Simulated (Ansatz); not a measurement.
BrH₆NSi₂, SMILES `[SiH3]N[SiH2]Br`, 10 atoms. Charge 0, multiplicity 1. Correlated methods include outer-core shells of Br, which these sets cover unevenly. Scalar relativity is left out up to krypton. All runs use 4 threads of a server CPU on a shared host. Correlated methods freeze the cores.

(1) How many basis functions does each run have, and how long does it take in Ansatz? direct RPA on PBE orbitals/def2-TZVPP energy; RHF-CCSD(T)/def2-SVP energy; RHF-CCSD(T)/def2-TZVPP energy; RKS PBE0-D4/def2-TZVP relaxation (10 steps); RKS ωB97M-V/def2-SVP energy; RKS ωB97M-V/def2-QZVPP energy; RKS PBE0-D4/def2-SVP energy; RHF-MP2/def2-QZVPP energy; RKS ωB97X-V/def2-TZVPP energy; RKS PBE0-D4/def2-TZVP frequencies; RKS PBE0-D4/def2-TZVPP energy; RKS PBE-QIDH (frozen core)/def2-TZVPP energy. (An estimate is asked.)

Answers

(1) Computed: Other jobs shared the machine, so times are rough.

```
                                level                    job  functions  wall time  peak host memory (GiB)
                 RKS PBE0-D4/def2-SVP                 energy        112      1.1 s                    0.26
               RKS PBE0-D4/def2-TZVPP                 energy        247      2.6 s                    0.76
                 RKS ωB97M-V/def2-SVP                 energy        112      3.1 s                    0.39
direct RPA on PBE orbitals/def2-TZVPP                 energy        247      3.5 s                    0.58
                 RHF-CCSD(T)/def2-SVP                 energy        112      4.2 s                    0.52
RKS PBE-QIDH (frozen core)/def2-TZVPP                 energy        247      4.3 s                    0.68
               RKS ωB97X-V/def2-TZVPP                 energy        247        6 s                    0.91
               RKS ωB97M-V/def2-QZVPP                 energy        466       15 s                     2.4
                   RHF-MP2/def2-QZVPP                 energy        466       18 s                     2.8
                RKS PBE0-D4/def2-TZVP  relaxation (10 steps)        189       29 s                    0.58
               RHF-CCSD(T)/def2-TZVPP                 energy        247       87 s                     4.8
                RKS PBE0-D4/def2-TZVP            frequencies        189      120 s                    0.59
```
